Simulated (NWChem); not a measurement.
# AlN$_{2}$H$_{4}$F; SMILES [NH2][Al]([NH2])[F]

```xyz
8

Al     0.0000     0.0000     0.0224
F      0.0000     0.0000     1.6900
N     -1.5585     0.0000    -0.8030
H     -1.7019     0.0000    -1.8052
H     -2.4509     0.0000    -0.3239
N      1.5585     0.0000    -0.8030
H      1.7019     0.0000    -1.8052
H      2.4509     0.0000    -0.3239
```
Atoms are numbered in this order, from 1.

Computed with NWChem. The geometry was optimised at PBE0/def2-SVP. Vertical excitations in the gas phase; the lowest state need not have the same character in each row.

For level PBE/def2-SVP, full TDDFT:

| Property | Value |
|---|---|
| lowest excitation, singlet (eV) | 4.85 |
| lowest state with f > 0.02, singlet (eV) | 5.58 |
| oscillator strength of that bright state | 0.092 |
| orbital gap (eV) | 4.75 |

Task: What are these values for level B3LYP/def2-SVP, full TDDFT?

Result: 
| Item | Value |
|---|---|
| lowest excitation, singlet (eV) | 5.33 |
| lowest state with f > 0.02, singlet (eV) | 6.15 |
| oscillator strength of that bright state | 0.119 |
| orbital gap (eV) | 6.47 |
